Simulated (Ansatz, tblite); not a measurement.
Isomers of Pb2Se3 (singlet), found by a short tight-binding search and relaxed with PBE-D4/def2-SVP in Ansatz.

In the def2 sets Pb takes a core potential; there is no spin–orbit coupling. The xTB rows come from tblite. Correlated methods freeze 35 core orbitals; core or outer-core shells of Pb, Se are correlated, in sets that lack core-valence functions.

Other spin states were run for one of them alone.

A:

```xyz
5

Pb   -1.056   -1.121   -1.014
Pb    1.091    0.481    1.407
Se    0.898    1.005   -1.462
Se   -1.044    1.682   -0.187
Se    0.111   -2.048    1.257
```

B:

| atom | x (Å) | y (Å) | z (Å) |
| --- | --- | --- | --- |
| Pb1 | 0.5872 | -2.2205 | 0.3120 |
| Pb2 | -0.0501 | 1.7648 | -1.5019 |
| Se3 | -0.8634 | 1.6484 | 1.0549 |
| Se4 | 0.8508 | -0.7217 | -1.8846 |
| Se5 | -0.5245 | -0.4710 | 2.0195 |

C:

```xyz
5

Pb   -0.475   -0.533   -0.640
Pb    1.339    1.506    1.807
Se   -1.688   -1.904   -2.281
Se    1.211    1.523   -0.916
Se   -0.387   -0.591    2.030
```

Problem. Estimate their order by electronic energy at r2SCAN0-D4/def2-TZVP, counted from the lowest.

Solution. A (0.0) < B (10.2) < C (35.5), in kcal/mol.

Problem. Do the other levels pick the same lowest one?

Solution. Not GFN2-xTB. Energies above each level's lowest (kcal/mol):

| level | A | B | C |
| --- | --- | --- | --- |
| GFN1-xTB | 0.0 | 6.2 | 37.0 |
| GFN2-xTB | 3.8 | 0.0 | 36.9 |
| HF/def2-SVP | 0.0 | 5.7 | 31.1 |
| PBE-D4/def2-TZVP | 0.0 | 9.5 | 35.3 |
| r2SCAN-D4/def2-TZVP | 0.0 | 9.7 | 34.1 |
| B97M-V/def2-TZVP | 0.0 | 9.9 | 33.8 |
| PBE0-D4/def2-TZVP | 0.0 | 10.6 | 36.5 |
| r2SCAN0-D4/def2-TZVP | 0.0 | 10.2 | 35.5 |
| MP2/def2-SVP | 0.0 | 13.0 | 33.3 |
| CCSD/def2-SVP | 0.0 | 9.8 | 32.0 |
| CCSD(T)/def2-SVP | 0.0 | 9.9 | 31.2 |
Point groups (tolerance 0.1 Å): A C2v, B C2v, C C2v. Lower isomers may exist.
